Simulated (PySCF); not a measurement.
Order these species by their calculated properties.

All species are isolated and taken at one optimised geometry, non-relativistic unless stated. Electronic properties by PySCF.

Dipoles, sizes and rotational constants follow the conformer. The torsions of the flexible species, by atom-mapped SMILES:
- `[CH3:1][CH2:2][S:3][CH2:4][CH3:5]`: C1–C2–S3–C4 -79°, C2–S3–C4–C5 -81°
- `[CH3:1][CH2:2][SiH2:3][C@@H:4]([F:5])[CH2:6][CH2:7][Cl:8]`: C1–C2–Si3–C4 180°, C2–Si3–C4–F5 175°, Si3–C4–C6–C7 -178°, C4–C6–C7–Cl8 -179°
- `[CH3:1][C:2]([CH3:3])([O:4][C:5]([F:6])([F:7])[F:8])[S:9](=[O:10])(=[O:11])[O-:12]`: C1–C2–O4–C5 156°, C2–O4–C5–F6 55°, C1–C2–S9–O10 180°
- `[CH3:1][CH:2]([CH3:3])[CH2:4][Si@@H:5]([Cl:6])[CH2:7][C:8]#[N:9]`: C1–C2–C4–Si5 62°, C2–C4–Si5–Cl6 52°, C4–Si5–C7–C8 59°

The conformers of `CCCN1CCC[SiH2]1`, `FC1=CCCP1C(F)(F)F` and `COCCOC(=O)C(=O)O[SiH3]` aren't listed.

**Question.** Rank by smallest rotational constant, lowest first (GFN2-xTB).
A. `CCSCC`
B. `CC(C)(OC(F)(F)F)S(=O)(=O)[O-]`
C. `CC(C)C[Si@@H](Cl)CC#N`
D. `CC[SiH2][C@@H](F)CCCl`

**Answer.** D (0.437 GHz), C (0.527 GHz), B (0.654 GHz), A (2.050 GHz).

**Question.** Give the two extremes of that set in cm⁻¹.

**Answer.** `CC[SiH2][C@@H](F)CCCl`: 0.0146 cm⁻¹; `CCSCC`: 0.0684 cm⁻¹.

**Question.** Rank by dipole moment, highest first (PBE0/pcSseg-1 at GFN2-xTB geometries).
A. `N#CC1=CC=CC2=NN([SiH3])N=C12`
B. `Clc1cccc2c1CCO2`
C. `CC[SiH2][C@@H](F)CCCl`
D. `C(C)SCC`

**Answer.** A (4.69 D), C (2.80 D), D (1.77 D), B (1.10 D).

**Question.** Rank by HOMO–LUMO gap, lowest first (PBE0/pcSseg-1 at GFN2-xTB geometries).
A. `c1(C#N)cccc2nn(nc12)[SiH3]`
B. `Clc1cccc2c1CCO2`
C. `COCCOC(=O)C(=O)O[SiH3]`
D. `N#CC[Si@H](Cl)CC(C)C`
E. `CCCN1CCC[SiH2]1`
F. `CC[SiH2][C@@H](F)CCCl`
G. `FC1=CCCP1C(F)(F)F`

**Answer.** A (4.83 eV), B (6.01 eV), C (6.17 eV), G (6.75 eV), E (6.89 eV), F (8.52 eV), D (8.81 eV).

**Question.** Rank by HOMO energy, lowest first (PBE0/pcSseg-1 at GFN2-xTB geometries).
A. `C(SCC)C`
B. `C1P(C(F)(F)F)C(=CC1)F`
C. `CC(C)C[Si@@H](Cl)CC#N`
D. `CC[SiH2][C@@H](F)CCCl`
E. `CCCN1CCC[SiH2]1`

**Answer.** C (-8.62 eV), D (-8.03 eV), B (-7.37 eV), A (-6.24 eV), E (-6.07 eV).

**Question.** By how much do the two ends of that ranking differ?

**Answer.** By 2.55 eV, between `CCCN1CCC[SiH2]1` and `CC(C)C[Si@@H](Cl)CC#N`.
